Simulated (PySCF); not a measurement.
Structure with atom numbers: `[F:1][Si:2]([F:3])([F:4])[Si@@H:5]([PH2:6])[CH:7]1[CH2:8][CH2:9]1` (H(Xn): hydrogen on atom n). Ha(C8), Ha(C9) are cis to Si5 on the ring; Hb(C8), Hb(C9) are trans to Si5 on the ring.

PySCF 2.14 calculation with NMR shieldings at PBE0/pcSseg-1/GIAO and geometry from GFN2-xTB; one conformer, in vacuum, rapidly exchanging positions averaged, no relativistic terms.

Scale: 13C (σref 186.93) and 1H (σref 31.72) and 29Si (σref 349.16) vs TMS; 19F (σref 170.95) against CFCl3; 31P (σref 318.38) against H3PO4 (reference shieldings calculated alike).

| atoms | nucleus | count | δ (ppm) |
| --- | --- | --- | --- |
| C8 | 13C | 1 | 8.2 |
| Si5 | 29Si | 1 | -46.6 |
| H(C7) | 1H | 1 | -0.21 |
| P6 | 31P | 1 | -305.4 |
| H(Si5) | 1H | 1 | 5.15 |
| Ha(C9) | 1H | 1 | 0.48 |
| F1/F3/F4 | 19F | 3 | -124.9 |
| Hb(C8) | 1H | 1 | ? |
| C7 | 13C | 1 | ? |
| Hb(C9) | 1H | 1 | ? |
| Si2 | 29Si | 1 | -39.7 |
| Ha(C8) | 1H | 1 | ? |
| C9 | 13C | 1 | 4.9 |
| H(P6) | 1H | 2 | 1.31 |

Estimate the values marked ?.

Results:


- C7: -4.7 ppm, three-membered-ring carbon; carbons of three-membered rings are unusually shielded
- Hb(C8): 0.92 ppm, hydrogen on a three-membered-ring carbon; cyclopropane-type protons are shielded by the ring
- Hb(C9): 0.77 ppm, hydrogen on a three-membered-ring carbon; cyclopropane-type protons are shielded by the ring
- Ha(C8): 0.41 ppm, hydrogen on a three-membered-ring carbon; cyclopropane-type protons are shielded by the ring

Shifts are as computed. Against solution values, carbons near 30 ppm lie about +3 ppm off and those near 130 ppm about +5 ppm. Of 1211 compounds with measured shifts, 218 miss one by over three times the rms of a fit or turn the order of signals round; such compounds aren't used in these exercises. Unscaled 19F shifts against computed CFCl3 carry errors that often reach 10 to 50 ppm. Experimental scales use liquid or dissolved standards, which lie at an offset from isolated H3PO4.
